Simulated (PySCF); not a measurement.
Species: `FC1=C(CC(F)(F)F)[C@H](F)C=CO1`. The columns A, B, C and D hold Mulliken, IAO, Hirshfeld and ESP-fitted charges (e) of one PBE0/pcSseg-1 density (PySCF), in a shuffled order. Coordinates in Å (GFN2-xTB); the density's dipole moment is (-1.90, 0.51, 0.59) D.

| atom | x | y | z | A | B | C | D |
| --- | --- | --- | --- | --- | --- | --- | --- |
| F1 | 0.326 | 2.076 | -1.535 | -0.183 | -0.246 | -0.057 | -0.244 |
| C2 | -0.404 | 1.280 | -0.753 | +0.603 | +0.727 | +0.163 | +0.480 |
| C3 | -0.017 | 0.046 | -0.429 | -0.303 | -0.600 | -0.067 | -0.137 |
| C4 | 1.277 | -0.540 | -0.922 | -0.567 | -0.172 | -0.095 | -0.310 |
| C5 | 2.348 | -0.478 | 0.158 | +0.617 | +0.793 | +0.260 | +0.810 |
| F6 | 2.055 | -1.245 | 1.221 | -0.191 | -0.274 | -0.088 | -0.289 |
| F7 | 2.526 | 0.763 | 0.629 | -0.195 | -0.266 | -0.098 | -0.283 |
| F8 | 3.536 | -0.897 | -0.295 | -0.194 | -0.267 | -0.095 | -0.282 |
| C9 | -0.931 | -0.810 | 0.402 | +0.563 | +0.369 | +0.048 | +0.161 |
| F10 | -1.474 | -1.812 | -0.427 | -0.290 | -0.345 | -0.143 | -0.350 |
| C11 | -2.049 | 0.009 | 0.967 | -0.626 | -0.243 | -0.077 | -0.227 |
| C12 | -2.286 | 1.245 | 0.549 | +0.174 | +0.226 | +0.041 | +0.054 |
| O13 | -1.509 | 1.915 | -0.343 | -0.312 | -0.405 | -0.074 | -0.259 |
| H14 | 1.138 | -1.588 | -1.199 | +0.228 | +0.170 | +0.058 | +0.180 |
| H15 | 1.652 | 0.018 | -1.782 | +0.238 | +0.161 | +0.053 | +0.181 |
| H16 | -0.392 | -1.372 | 1.175 | +0.036 | +0.126 | +0.036 | +0.155 |
| H17 | -2.699 | -0.464 | 1.681 | +0.248 | +0.119 | +0.062 | +0.177 |
| H18 | -3.104 | 1.859 | 0.892 | +0.156 | +0.129 | +0.072 | +0.181 |

Task: Which column most likely holds the ESP-fitted charges?

Result: A. Σ q r misses the density's dipole by 0.03 D (A), 0.69 D (B), 0.87 D (C), 1.05 D (D). Charges fitted to the outside potential are the only set here that is tied to the molecule's multipoles.

Task: And the Hirshfeld charges?

Result: C. The mean sizes are 0.088 e (C), 0.265 e (D), 0.313 e (B), 0.318 e (A), and Hirshfeld charges are commonly the smallest of these schemes.

As computed, A = ESP-fitted, B = Mulliken, C = Hirshfeld, D = IAO. Hydrogens on carbon: ESP-fitted +0.04 to +0.25, Mulliken +0.12 to +0.17, Hirshfeld +0.04 to +0.07, IAO +0.16 to +0.18 e.

The Hirshfeld scheme divides the density at each point in proportion to the densities of the neutral, spherically averaged free atoms. The ESP scheme fits charges at the nuclei, held to the total charge, to the electrostatic potential on points at 1.4 to 2.0 times the van der Waals radii.

Isolated species at its GFN2-xTB geometry (one conformer only).

The run behind these numbers computed NMR shieldings as well. The run took 2.0 min of wall time on Arm Neoverse N1, one thread, on a shared host, and the process peaked at 1.1 GiB of memory.

Conformer computed: `[F:1][C:2]1=[C:3]([CH2:4][C:5]([F:6])([F:7])[F:8])[C@H:9]([F:10])[CH:11]=[CH:12][O:13]1`: C2–C3–C4–C5 101°, C3–C4–C5–F6 65°.
